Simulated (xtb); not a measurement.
Cl2Se, charge +1, doublet, from a rough starting geometry (a state made from the parent by changing its charge; the spin is typed, not shown lowest); GFN2-xTB in xtb.

Here is a job for xtb.
```
$ xtb mol.xyz --gfn 2 --chrg 1 --uhf 1 --opt vtight --json

# file mol.xyz
3

Se    -0.01676148    -0.02145019     0.92282962
Cl     1.00384371     1.21335503    -0.47054929
Cl    -1.04863885    -1.26825971    -0.46440224
```

Q: Predict the main parts of the log of this xtb run.

A: 
```
   ID    Z sym.   atoms
    1   34 Se     1
    2   17 Cl     2, 3

           -------------------------------------------------
          |                Calculation Setup                |
           -------------------------------------------------

           -------------------------------------------------
          |                 G F N 2 - x T B                 |
           -------------------------------------------------

          ...................................................
          :                      SETUP                      :
          :.................................................:
          :  # basis functions                  30          :
          :  # atomic orbitals                  27          :
          :  # shells                            9          :
          :  # electrons                        19          :
          :  max. iterations                   250          :
          :  Hamiltonian                  GFN2-xTB          :
          :  restarted?                      false          :
          :  GBSA solvation                  false          :
          :  PC potential                    false          :
          :  electronic temp.          300.0000000     K    :
          :  accuracy                    1.0000000          :
          :  -> integral cutoff          0.2500000E+02      :
          :  -> integral neglect         0.1000000E-07      :
          :  -> SCF convergence          0.1000000E-05 Eh   :
          :  -> wf. convergence          0.1000000E-03 e    :
          :  Broyden damping             0.4000000          :
          :  net charge                          1          :
          :  unpaired electrons                  1          :
          ...................................................

 iter      E             dE          RMSdq      gap      omega  full diag
   1    -11.8040764 -0.118041E+02  0.623E+00    3.04       0.0  T
   2    -11.8134079 -0.933146E-02  0.358E+00    3.14       1.0  T
   3    -11.8143113 -0.903384E-03  0.188E+00    3.15       1.0  T
   4    -11.8157191 -0.140781E-02  0.684E-01    3.19       1.0  T
   5    -11.8155052  0.213829E-03  0.724E-01    3.19       1.0  T
   6    -11.8161382 -0.632961E-03  0.299E-01    3.20       1.0  T
   7    -11.8160186  0.119609E-03  0.380E-01    3.21       1.0  T
   8    -11.8162323 -0.213715E-03  0.295E-02    3.20       2.0  T
   9    -11.8162333 -0.979893E-06  0.110E-02    3.20       5.2  T
  10    -11.8162333 -0.268861E-07  0.859E-03    3.20       6.7  T
  11    -11.8162334 -0.997014E-07  0.213E-03    3.20      27.1  T
  12    -11.8162334  0.133342E-09  0.161E-03    3.20      36.0  T
  13    -11.8162334 -0.115274E-08  0.145E-03    3.20      39.7  T
  14    -11.8162334 -0.197677E-08  0.965E-04    3.20      59.8  T
  15    -11.8162334 -0.131968E-08  0.201E-04    3.20     287.5  T

   *** convergence criteria satisfied after 15 iterations ***

         :::::::::::::::::::::::::::::::::::::::::::::::::::::
         ::                     SUMMARY                     ::
         :::::::::::::::::::::::::::::::::::::::::::::::::::::
         :: total energy             -11.813083514039 Eh    ::
         :: gradient norm              0.023832801979 Eh/a0 ::
         :: HOMO-LUMO gap              3.203888149552 eV    ::
         ::.................................................::
         :: SCC energy               -11.816233383373 Eh    ::
         :: -> isotropic ES            0.129558956218 Eh    ::
         :: -> anisotropic ES         -0.007265152115 Eh    ::
         :: -> anisotropic XC         -0.007763692771 Eh    ::
         :: -> dispersion             -0.002351079665 Eh    ::
         :: repulsion energy           0.003149869334 Eh    ::
         :: add. restraining           0.000000000000 Eh    ::
         :: total charge               1.000000000000 e     ::
         :::::::::::::::::::::::::::::::::::::::::::::::::::::

      -----------------------------------------------------------
     |                   =====================                   |
     |                        A N C O P T                        |
     |                   =====================                   |
     |               Approximate Normal Coordinate               |
     |                Rational Function Optimizer                |
      -----------------------------------------------------------
      -----------------------------------------------------------
     |                   =====================                   |
     |                        A N C O P T                        |
     |                   =====================                   |
     |               Approximate Normal Coordinate               |
     |                Rational Function Optimizer                |
      -----------------------------------------------------------

          ...................................................
          :                      SETUP                      :
          :.................................................:
          :   optimization level         verytight          :
          :   max. optcycles                   200          :
          :   ANC micro-cycles                  20          :
          :   degrees of freedom                 3          :
          :.................................................:
          :   RF solver                   davidson          :
          :   write xtbopt.log                true          :
          :   linear?                        false          :
          :   energy convergence         0.1000000E-06 Eh   :
          :   grad. convergence          0.2000000E-03 Eh/α :
          :   maxmium RF displ.          1.0000000          :
          :   Hlow (freq-cutoff)         0.1000000E-01      :
          :   Hmax (freq-cutoff)         5.0000000          :
          :   S6 in model hess.         20.0000000          :
          ...................................................

[...]
 * total energy  :   -11.8130835 Eh     change       -0.5466916E-10 Eh
 * total energy  :   -11.8128368 Eh     change        0.2467041E-03 Eh
 * total energy  :   -11.8143897 Eh     change       -0.1552912E-02 Eh
 * total energy  :   -11.8144364 Eh     change       -0.4672277E-04 Eh
 * total energy  :   -11.8145352 Eh     change       -0.9878220E-04 Eh
 * total energy  :   -11.8145353 Eh     change       -0.7345156E-07 Eh
   *** GEOMETRY OPTIMIZATION CONVERGED AFTER 6 ITERATIONS ***
[...]
          :  accuracy                    1.0000000          :
          :  -> integral cutoff          0.2500000E+02      :
          :  -> integral neglect         0.1000000E-07      :
          :  -> SCF convergence          0.1000000E-05 Eh   :
          :  -> wf. convergence          0.1000000E-03 e    :
          :  Broyden damping             0.4000000          :
          :  net charge                          1          :
          :  unpaired electrons                  1          :
          ...................................................

 iter      E             dE          RMSdq      gap      omega  full diag
   1    -11.8188437 -0.118188E+02  0.974E-05    3.63       0.0  T
   2    -11.8188437 -0.255618E-11  0.758E-05    3.63     762.0  T
   3    -11.8188437 -0.389377E-11  0.606E-05    3.63     952.9  T

   *** convergence criteria satisfied after 3 iterations ***

         :::::::::::::::::::::::::::::::::::::::::::::::::::::
         ::                     SUMMARY                     ::
         :::::::::::::::::::::::::::::::::::::::::::::::::::::
         :: total energy             -11.814535300741 Eh    ::
         :: gradient norm              0.000127501876 Eh/a0 ::
         :: HOMO-LUMO gap              3.625735928120 eV    ::
         ::.................................................::
         :: SCC energy               -11.818843626956 Eh    ::
         :: -> isotropic ES            0.129889150192 Eh    ::
         :: -> anisotropic ES         -0.006661067064 Eh    ::
         :: -> anisotropic XC         -0.006528103306 Eh    ::
         :: -> dispersion             -0.002341249623 Eh    ::
         :: repulsion energy           0.004308326215 Eh    ::
         :: add. restraining           0.000000000000 Eh    ::
         :: total charge               1.000000000000 e     ::
         :::::::::::::::::::::::::::::::::::::::::::::::::::::

           -------------------------------------------------
          |                Property Printout                |
           -------------------------------------------------

    * Orbital Energies and Occupations

         #    Occupation            Energy/Eh            Energy/eV
      -------------------------------------------------------------
         1        2.0000           -1.2779200             -34.7740
         2        2.0000           -1.2775627             -34.7643
         3        2.0000           -0.9795044             -26.6537
         4        2.0000           -0.7586517             -20.6440
         5        2.0000           -0.7390880             -20.1116
         6        2.0000           -0.7215850             -19.6353
         7        2.0000           -0.6863721             -18.6771
         8        2.0000           -0.6807524             -18.5242
         9        2.0000           -0.6783938             -18.4600
        10        1.0000           -0.6215364             -16.9129 (HOMO)
        11                         -0.4882931             -13.2871 (LUMO)
        12                         -0.4806715             -13.0797
        13                         -0.2353001              -6.4028
        14                         -0.2346040              -6.3839
        15                         -0.2323431              -6.3224
        16                         -0.2318896              -6.3100
        17                         -0.2312575              -6.2928
        18                         -0.2312238              -6.2919
        19                         -0.2309603              -6.2847
        20                         -0.2277619              -6.1977
        21                         -0.2095303              -5.7016
       ...                                ...                  ...
        27                          0.7569093              20.5965
      -------------------------------------------------------------
                  HL-Gap            0.1332433 Eh            3.6257 eV
             Fermi-level           -0.6024199 Eh          -16.3927 eV

     #   Z          covCN         q      C6AA      α(0)
     1  34 Se       1.780     0.608   216.353    25.632
     2  17 Cl       0.895     0.196    93.482    14.792
     3  17 Cl       0.895     0.196    93.481    14.792

 Mol. C6AA /au·bohr⁶  :       1155.260280
 Mol. C8AA /au·bohr⁸  :      61779.059855
 Mol. α(0) /au        :         55.214705

Wiberg/Mayer (AO) data.
largest (>0.10) Wiberg bond orders for each atom

 ---------------------------------------------------------------------------
     #   Z sym  total        # sym  WBO       # sym  WBO       # sym  WBO
 ---------------------------------------------------------------------------
     1  34 Se   3.003 --     3 Cl   1.502     2 Cl   1.502
     2  17 Cl   1.654 --     1 Se   1.502     3 Cl   0.153
     3  17 Cl   1.654 --     1 Se   1.502     2 Cl   0.153
 ---------------------------------------------------------------------------

Topologies differ in total number of bonds
Writing topology from bond orders to xtbtopo.mol

molecular dipole:
                 x           y           z       tot (Debye)
 q only:       -0.038      -0.047       0.662
   full:       -0.039      -0.048       0.026       0.171
molecular quadrupole (traceless):
                xx          xy          yy          xz          yz          zz
 q only:       -0.516       2.787       0.548      -0.043      -0.054      -0.032
  q+dip:       -0.015       5.774       2.191      -0.016      -0.021      -2.176
   full:        0.124       5.584       2.257      -0.016      -0.021      -2.381

optimized geometry written to: xtbopt.xyz

           -------------------------------------------------
          | TOTAL ENERGY              -11.814535300741 Eh   |
          | GRADIENT NORM               0.000127501876 Eh/α |
          | HOMO-LUMO GAP               3.625735928120 eV   |
           -------------------------------------------------

normal termination of xtb
```
